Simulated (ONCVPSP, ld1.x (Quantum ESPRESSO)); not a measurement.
## Pseudopotentials across the periodic table

Generated with ld1.x 7.5 (TM, RRKJ, ultrasoft, PAW), atompaw 4.2 or ONCVPSP 4.0.1. The cutoff is in Ry: for ld1.x and atompaw files where the sum of valence levels is converged to 10 mRy in a Bessel basis, for ONCV files where the hardest occupied wave has 1 mHa per electron of residual kinetic energy. The error is the largest all-electron minus pseudo excitation energy over each file’s own four to seven test configurations (ionisations up to +4, promotions, holes and added fractions of an electron), all of which were solved. The labels leave out finer settings (local radius, basis sizes, second energies), which also bear on the numbers. Spin-polarised tests are not counted. The rows are a selection from randomly drawn settings: files with unsolved tests, undetermined cutoffs or missed reference levels are left out.

A true bound ghost makes a file unfit for plane-wave use even where its test errors are small: the radial tests pick states by their node count and pass the ghost by.

```csv
element,potential,cutoff (Ry),largest error (meV),bound ghosts
Rb,"ONCV, LDA (Perdew-Wang 92), fully relativistic, rc 2.10/2.40/2.35 (spd), local smoothed, core correction yes, reference 4s2 4p6 5s0.5 5p0.5, qcut 4.5/6/4, projectors 2/2/2",16,-100,none
Tc,"ONCV, PBE, fully relativistic, rc 1.95/1.75/2.35 (spd), local smoothed, core correction yes, reference 4s2 4p6 4d5 5s1 5p1, qcut 6.7/9.7/7.8, projectors 2/2/1",41,-2.9,none
In,"ONCV, LDA (Perdew-Zunger), fully relativistic, rc 1.85/2.50/1.30 (spd), local smoothed, core correction yes, reference 4d10 5s2 5p0.5, qcut 3.6/3.6/12.3, projectors 2/2/1",86,-180,"s, p3/2, p1/2"
Tb,"TM, LDA (PZ), scalar-relativistic, rc 2.40/3.35/2.25 (spd), local s, core correction yes, reference 5d1 6s2 6p0",15,-66,none
Ir,"TM, PBE, scalar-relativistic, rc 1.95/3.45/1.55 (spd), local s, core correction yes, reference 5d7 6s2 6p0",40,-162,none
```

Problem. Fill in the row for Ga: ONCV, PBE, scalar-relativistic, rc 1.15/1.00/0.85 (spd), local smoothed, core correction yes, reference 3s2 3p6 3d10 4s1, qcut 11.4/15.7/18.7, projectors 2/2/2.

Solution. cutoff 286 Ry, largest error -185 meV, bound ghosts: none.

Problem. Fill in the row for Si: ONCV, BLYP, scalar-relativistic, rc 1.00/0.95 (sp), local smoothed, core correction no, reference 2s2 2p6 3s2, qcut 13.9/12.4, projectors 2/2.

Solution. cutoff 144 Ry, largest error -11 meV, bound ghosts: none.
